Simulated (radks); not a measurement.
All-electron atom: Sc19+ in 1s1 4d1 (not the ground configuration).

Method: scalar-relativistic Kohn-Sham, r2SCAN, spin-unpolarised, spherical densities, finite nucleus; meta-GGA in the generalised Kohn-Sham scheme; Fermi nuclear charge, rms radius 3.5459 fm; computed with a radial shooting solver on a logarithmic mesh with Libxc functionals.

Energy parts (eV):
total: -6335.970
kinetic: 6406.849
electron-nucleus: -12817.054
Hartree: 224.886
exchange-correlation: -150.652

Orbitals (lengths in bohr, moments of r in powers of bohr; <r^-3> diverges for s and p1/2; r(90%) holds 90 % of the orbital's charge):
orbital  occ.  eigenvalue (eV)      <r^4>  r(90%)  <r^-3>     <r^2>
1s          1        -5833.880  0.0001156   0.127       -  0.006772
4d          1        -328.5615      2.296    1.52   8.302     1.269

The highest occupied level is 4d at -328.56 eV. The electron density at the nucleus is 3452 e/bohr^3 (large components only). Summed over all electrons, <r^2> = 1.275 bohr^2, which gives a Langevin (diamagnetic) susceptibility term of -1.01 x 10^-6 cm^3/mol.
